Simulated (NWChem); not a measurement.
CH$_{3}$FO$_{3}$Si; SMILES O=C[Si](O)(O)F

```xyz
9

O      0.2670     2.1259     0.4595
C     -0.5247     1.3840    -0.1046
Si    -0.0656    -0.4728    -0.1548
O     -1.2604    -1.3973     0.4897
O      1.3339    -0.5877     0.6950
F      0.1517    -0.9005    -1.6875
H     -1.4532     1.8082    -0.5479
H     -0.9842    -2.0686     1.1302
H      1.6560     0.2971     0.9428
```
Atoms are numbered in this order, from 1.

The geometry was optimised at B3LYP/6-31G* (spherical d).

Give the principal values of the shielding tensors (ppm) of O1, C2, Si3, O4, O5 from B3LYP/6-31G* (spherical d), GIAO (NWChem), with their diamagnetic and paramagnetic parts as GIAO splits them.


```json
[
 {"atom": "O1", "σ11": "-1374.1", "σ22": "-493.0", "σ33": "421.3", "isotropic": "-481.9", "diamagnetic": "395.9", "paramagnetic": "-877.8"},
 {"atom": "C2", "σ11": "-150.9", "σ22": "-62.8", "σ33": "108.7", "isotropic": "-35.0", "diamagnetic": "254.8", "paramagnetic": "-289.8"},
 {"atom": "Si3", "σ11": "433.0", "σ22": "467.5", "σ33": "538.7", "isotropic": "479.7", "diamagnetic": "881.8", "paramagnetic": "-402.0"},
 {"atom": "O4", "σ11": "250.8", "σ22": "283.5", "σ33": "325.2", "isotropic": "286.5", "diamagnetic": "391.6", "paramagnetic": "-105.1"},
 {"atom": "O5", "σ11": "243.3", "σ22": "315.2", "σ33": "318.4", "isotropic": "292.3", "diamagnetic": "392.2", "paramagnetic": "-99.9"}
]
```
